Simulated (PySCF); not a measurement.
# What a mistake does to a calculation on Al2FH2O

These are calculations, not measurements. The program is PySCF 2.14.0, an open-source quantum chemistry code, run on an isolated molecule that a program drew, which may never have been made. The molecule is Al2FH2O (charge 0, doublet), drawn as the SMILES string `[OH][AlH][Al][F]`.

Each row is a Hartree-Fock (HF) and frozen-core CCSD(T) single point in the cc-pV(D+d)Z basis, meant for a local HF minimum. Run 1 is clean. Each other run has one planted mistake out of seven kinds, and not every kind appears here: one electron removed, one electron added, multiplicity raised by two, geometry at a saddle point, minimal basis STO-3G, one bond length entered in bohr, all coordinates scaled. The reference is restricted for singlets and unrestricted otherwise, and also for a bond in bohr. Adding or removing an electron swaps singlet and doublet. Electrons count all cores. HOMO and LUMO are orbital energies over both spins, the gradient is its largest component, and the lowest frequency (negative if imaginary) is given only where the gradient is small. Bond lengths are over the 5 bonds as drawn. T1 is the CCSD diagnostic: over 0.02 (restricted) or 0.045 (unrestricted) a single reference is doubtful.

Geometry of the clean run:
```xyz
6
Al2FH2O, angstrom
O    -0.1167    2.3872   -1.7125
Al   -0.4114    0.7816   -1.2545
Al   -2.9485    0.0396   -1.4856
F    -3.8710   -0.0094   -0.0969
H     0.7110    2.8322   -1.7953
H     0.8272   -0.1646   -0.9540
```

```
run  electrons  basis functions  <S^2>  HOMO (eV)  LUMO (eV)  gradient (hartree/bohr)  lowest frequency (cm^-1)  mean bond (Å)  longest bond (Å)      T1  HF (hartree)  CCSD(T) (hartree)               mistake
  1         45               84  0.784      -7.61       0.79                  2.6e-05                        47         1.7095             2.653  0.0202    -659.41477         -659.92820              no fault
  2         46               84  0.000      -0.42       5.84                  3.3e-02                         -         1.7095             2.653  0.0184    -659.40364         -659.94852    one electron added
  3         45               30  0.789      -3.08       7.02                  6.2e-02                         -         1.7095             2.653  0.0219    -651.04751         -651.17933  minimal basis STO-3G
  4         44               84  0.000     -16.47      -6.37                  3.8e-02                         -         1.7095             2.653  0.0207    -659.15721         -659.67165                     ?
```

**Which mistake was planted in run 4, and what did it cost?**

It counts 44 electrons, one fewer than the clean run, at the same geometry and basis. So the mistake is: one electron removed. Subtracting run 1 and multiplying by 627.51 kcal/mol a hartree, the energy moved by 161.6 kcal/mol in HF and 161.0 kcal/mol in CCSD(T).

Cautions from the logs. Run 4: T1 is over the limit, so its CCSD(T) energy is less reliable.
